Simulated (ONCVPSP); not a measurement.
**Which change was made? (Mn, ONCV)**

Mn, optimised norm-conserving Vanderbilt (ONCV), made with ONCVPSP 4.0.1 (PBEsol, scalar-relativistic). Core [Ne] 3s2, reference 3p6 3d5.5 4s1.5. Waves: 4s: rc 2.65 bohr, ncon 4, nbas 7, qcut 2.5 1/bohr, 2 projectors, debl 3 Ha; 3p: rc 1.15 bohr, ncon 3, nbas 6, qcut 12.1 1/bohr, 1 projector; 3d: rc 1.40 bohr, ncon 3, nbas 8, qcut 10.1 1/bohr, 1 projector. Local part: polynomial inside 1.05 bohr (lpopt 5, dvloc0 0 Ha). Core correction: polynomial model core, fcfact 0.75.

Cutoffs, loose and tight: the cutoffs (Ha) at which the residual kinetic energy of the hardest occupied pseudo-wave falls to 1 and 0.1 mHa per electron. They do not see the model core or the augmentation charge, which bear on the density cutoff. Test errors are all-electron minus pseudo excitation energies from the reference, over the configurations 3p6 3d5 4s2; 3p6 3d5 4s1; 3p6 3d5 4s0; 3p6 3d4 4s2; variants that change the core or the reference have their own tests.

The base gives: outcome: generated; cutoff, loose: 42 Ha; cutoff, tight: 46 Ha; bound ghosts: s; GHOST(+) flags above zero: none; largest test error (meV): -61.

After one change the result is: outcome: generated; cutoff, loose: 55 Ha; cutoff, tight: 63 Ha; bound ghosts: s; GHOST(+) flags above zero: none; largest test error (meV): -137. Which change was it?
A. s: qcut 1.6; p: qcut 7.7; d: qcut 6.4
B. s: qcut 2.8; p: qcut 13.3; d: qcut 11.1
C. s: qcut 3.2; p: qcut 15.4; d: qcut 12.9
D. s: qcut 2; p: qcut 9.8; d: qcut 8.1

C. The others give: s: qcut 2; p: qcut 9.8; d: qcut 8.1 → outcome: generated; cutoff, loose: 36 Ha; cutoff, tight: 140 Ha; bound ghosts: s; GHOST(+) flags above zero: none; largest test error (meV): -35 | s: qcut 1.6; p: qcut 7.7; d: qcut 6.4 → outcome: generated; bound ghosts: s; GHOST(+) flags above zero: none; largest test error (meV): +86 | s: qcut 2.8; p: qcut 13.3; d: qcut 11.1 → outcome: generated; cutoff, loose: 46 Ha; cutoff, tight: 59 Ha; bound ghosts: s; GHOST(+) flags above zero: none; largest test error (meV): -97.
